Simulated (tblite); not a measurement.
H₁₀OSi₄.
Numbering: `[OH:1][SiH2:2][SiH:3]([SiH3:4])[SiH3:5]` (hydrogens: H6 on O1; H7, H8 on Si2; H9 on Si3; H10, H11, H12 on Si4; H13, H14, H15 on Si5)

Computed with GFN2-xTB (tblite), gas phase: Langevin dynamics at 200 K from the optimised GFN2-xTB geometry, time step 0.5 fs, friction 0.01 fs⁻¹, 2000 steps. The instantaneous temperature is 2·E(kin)/(3Nk) with all 3N coordinates.

```csv
t (fs),T (K),E(pot) above start (eV),O1–Si2 (Å),Si2–Si3 (Å),Si3–Si4 (Å),Si3–Si5 (Å),O1–H6 (Å),O1–Si2–Si3–Si4 (°)
0,160,0.000,1.635,2.312,2.331,2.331,0.953,63
25,148,0.203,1.650,2.291,2.288,2.397,0.960,59
50,147,0.329,1.631,2.299,2.406,2.303,0.956,59
75,197,0.259,1.619,2.326,2.296,2.343,0.986,55
100,232,0.218,1.641,2.306,2.304,2.325,0.943,56
125,192,0.286,1.650,2.284,2.382,2.319,0.943,59
150,233,0.368,1.639,2.347,2.336,2.369,0.949,57
175,243,0.290,1.646,2.306,2.354,2.317,0.969,55
200,252,0.385,1.652,2.308,2.291,2.348,0.916,51
225,255,0.302,1.618,2.324,2.328,2.301,0.942,45
250,188,0.430,1.659,2.321,2.374,2.326,1.001,38
275,201,0.331,1.633,2.335,2.367,2.378,0.969,36
300,234,0.339,1.596,2.294,2.355,2.352,0.921,40
325,150,0.467,1.696,2.364,2.309,2.369,0.965,39
350,260,0.288,1.627,2.278,2.371,2.270,0.968,37
375,255,0.387,1.599,2.299,2.305,2.326,0.936,27
400,247,0.438,1.682,2.338,2.350,2.468,0.939,21
425,251,0.413,1.597,2.332,2.446,2.339,0.963,25
450,309,0.358,1.641,2.313,2.242,2.282,0.977,30
475,214,0.416,1.691,2.287,2.352,2.357,0.948,35
500,194,0.489,1.575,2.411,2.380,2.360,0.925,41
525,196,0.495,1.646,2.334,2.361,2.327,0.978,45
550,182,0.402,1.666,2.273,2.353,2.319,0.965,47
575,202,0.380,1.602,2.328,2.311,2.281,0.932,51
600,198,0.413,1.646,2.328,2.289,2.372,0.915,48
625,208,0.424,1.663,2.278,2.356,2.306,0.978,48
650,299,0.278,1.619,2.316,2.334,2.294,0.981,48
675,217,0.409,1.682,2.338,2.283,2.327,0.937,45
700,205,0.434,1.600,2.263,2.388,2.349,0.948,40
725,208,0.420,1.661,2.333,2.379,2.319,0.950,39
750,234,0.353,1.655,2.336,2.302,2.338,0.966,44
775,153,0.354,1.605,2.278,2.318,2.331,0.957,46
800,132,0.281,1.650,2.337,2.351,2.318,0.949,52
825,139,0.285,1.660,2.320,2.330,2.343,0.925,59
850,146,0.266,1.612,2.280,2.351,2.333,0.949,59
875,191,0.248,1.650,2.361,2.325,2.300,0.989,67
900,239,0.247,1.655,2.297,2.343,2.379,0.969,71
925,152,0.316,1.618,2.319,2.350,2.320,0.911,74
950,179,0.317,1.635,2.298,2.294,2.299,0.960,75
975,145,0.309,1.650,2.300,2.317,2.365,0.969,78
1000,192,0.347,1.616,2.423,2.412,2.337,0.927,83
```

Problem. From 500 fs on, how do temperature and potential energy compare with equipartition?

Solution. The mean temperature of these 21 frames is 191 K against the target 200 K, and the mean potential energy 0.36 eV against 39 × kT/2 = 0.34 eV for 39 classical harmonic modes. For 15 atoms in a canonical ensemble the temperature itself scatters by T·√(2/(3N)) = 42 K; here its standard deviation is 38 K. The whole run lasts only 10 friction times of 100 fs, so these averages carry a wide statistical error.

Problem. What are the kinetic and total energies of the listed frame with the highest potential energy?

Solution. The one at 525 fs, 0.495 eV above the start. Its kinetic energy is 3NkT/2 = 0.381 eV at 196 K, so the sum is 0.88 eV; over the listed frames the sum runs from 0.31 to 0.96 eV, since the thermostat adds and removes energy.

Problem. How much do the listed bonds fluctuate from 500 fs on?

Solution. 
| bond | at the start (Å) | mean (Å) | standard deviation (Å) |
| --- | --- | --- | --- |
| O1–Si2 | 1.635 | 1.636 | 0.027 |
| Si2–Si3 | 2.312 | 2.321 | 0.040 |
| Si3–Si4 | 2.331 | 2.339 | 0.033 |
| Si3–Si5 | 2.331 | 2.329 | 0.025 |
| O1–H6 | 0.953 | 0.951 | 0.022 |

The motion is classical and holds no zero-point motion.

The cost below is that of the whole dynamics run. On one thread, Intel Xeon at 2.50 GHz (x86_64), shared host with 64 logical CPUs at a one-minute load of 60, this took 43 s and 0.18 GiB of memory at its peak.
